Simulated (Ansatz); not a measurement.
`OB(F)[SiH3]` + `C=O` → `O=CB(O)[SiH3]` + H–F  (formal exchange of groups at a B–F bond)

Program: Ansatz. Geometries: PBE0-D4/def2-TZVP. ΔE: electronic, gas phase. CBS: MP2 limit from def2 TZ/QZ plus the TZ coupled-cluster correction, frozen cores. This one scheme is used for every species. DFT in def2-TZVPP. HSE06 is defined as in plane-wave codes. Each species was taken in one conformer, which may not be the lowest.

`OB(F)[SiH3]`:

```xyz
8

O    -1.450   -1.339   -0.147
B    -1.015   -0.062   -0.154
F    -1.948    0.863   -0.352
Si    0.920    0.521    0.112
H    -0.756   -1.984   -0.002
H     1.041    1.405    1.303
H     1.796   -0.668    0.319
H     1.411    1.264   -1.079
```

`C=O`:

Cartesian coordinates in Å:
```
C -0.004 0.000 0.003
O 0.906 0.111 -0.765
H -0.966 -0.468 -0.289
H 0.064 0.357 1.050
```

`O=CB(O)[SiH3]`:

Cartesian coordinates in Å:
```
O 0.286 -1.788 -1.944
C 0.716 -1.065 -1.070
B -0.358 -0.166 -0.242
O -1.614 -0.368 -0.660
Si 0.081 1.123 1.254
H 1.808 -1.049 -0.876
H -1.605 -1.024 -1.382
H 1.080 2.120 0.774
H 0.717 0.373 2.375
H -1.111 1.844 1.771
```

H–F:

```xyz
2

F     0.076    0.296   -0.344
H    -0.076   -0.296    0.344
```

| species | HSE06-D4 energy (Eh) |
| --- | --- |
| `OB(F)[SiH3]` | -491.66285 |
| `C=O` | -114.41437 |
| `O=CB(O)[SiH3]` | -505.63408 |
| H–F | -100.39003 |

Work out ΔE.

ΔE = (-505.63408) + (-100.39003) − (-491.66285) − (-114.41437) = 0.05311 Eh = +1.45 eV. CCSD(T)/CBS gives +1.42 eV.

What do rigid-rotor, harmonic-oscillator terms from PBE0-D4/def2-TZVP frequencies (298.15 K, 1 bar) make of the CCSD(T)/CBS value? (Estimate.)

Computed: ΔZPE = -0.03 eV, ΔH = +1.42 eV, ΔS = -14 J/(mol·K), ΔG = +1.46 eV.

Largest T1 diagnostic among the species: 0.016.

At CCSD(T), def2-SVP lies +0.15 eV from the extrapolated value and def2-TZVPP +0.04 eV. From PBE to PBE0 (25 % exact exchange), in def2-TZVPP and without D4, ΔE moves by +0.03 eV.
